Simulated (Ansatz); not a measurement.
`CC[N](C)[Ti]([Cl])([Cl])[Cl]` + HCl → `[Cl][Ti]([Cl])([Cl])[Cl]` + `CCNC` at 298.15 K and 1 bar (ligand exchange at a Ti–N bond).

Isolated molecules relaxed with PBE0-D4/def2-TZVP in Ansatz; ΔE leaves out vibrations. CCSD(T)/CBS is the MP2 limit (def2-TZVPP, def2-QZVPP) plus CCSD(T) − MP2 in def2-TZVPP, frozen cores. This one scheme is used for every species. For Ti outer-core shells are correlated without core-valence functions, which leaves a few kJ/mol of doubt a bond. Scalar relativity is left out up to krypton. One conformer a species, not always the lowest.

| species | CCSD(T)/CBS energy (Eh) | H − E (kJ/mol) | S (J/(mol·K)) |
| --- | --- | --- | --- |
| `CC[N](C)[Ti]([Cl])([Cl])[Cl]` | -2402.17083 | 335.8 | 470.6 |
| HCl | -460.38127 | 26.6 | 186.8 |
| `[Cl][Ti]([Cl])([Cl])[Cl]` | -2688.29434 | 36.8 | 353.0 |
| `CCNC` | -174.26710 | 335.0 | 303.0 |

H − E and S are ideal-gas, rigid-rotor, harmonic terms from PBE0-D4/def2-TZVP, for one conformer and one mirror image of each species. 1 Eh = 2625.50 kJ/mol, R = 8.31446 J/(mol·K).

Q: By hand: ΔE, ΔH, ΔS and ΔG.

A: ΔE = (-2688.29434) + (-174.26710) − (-2402.17083) − (-460.38127) = -0.00934 Eh = -24.5 kJ/mol. Δ(H − E) = 36.8 + 335.0 − 335.8 − 26.6 = 9.4, so ΔH = -15.1 kJ/mol. ΔS = 353.0 + 303.0 − 470.6 − 186.8 = -1.4 J/(mol·K). ΔG = -15.1 − 298.15 × (-1.4)/1000 = -14.7 kJ/mol.

Q: By hand: the equilibrium constant, and the temperature at which ΔG would vanish if ΔH and ΔS stayed fixed.

A: log₁₀ K = −ΔG/(RT ln 10) = 2.6. ΔG = 0 at ΔH/ΔS = 10786 K, far beyond where these terms or the molecules hold.

The number of gas molecules stays the same, so ΔS is small and ΔH decides. A doubt of 5 kJ/mol in ΔE shifts log₁₀ K by 0.9 here. Other conformers and mirror images would add mixing entropy, several J/(mol·K) or more a flexible species. Modes under 60 cm⁻¹, often nearly free rotors, make the harmonic entropy too high. These are equilibria of isolated gas molecules and say nothing of rates. Largest T1 diagnostic: 0.025 (customary marks: 0.02 for closed shells, 0.045 for open ones).
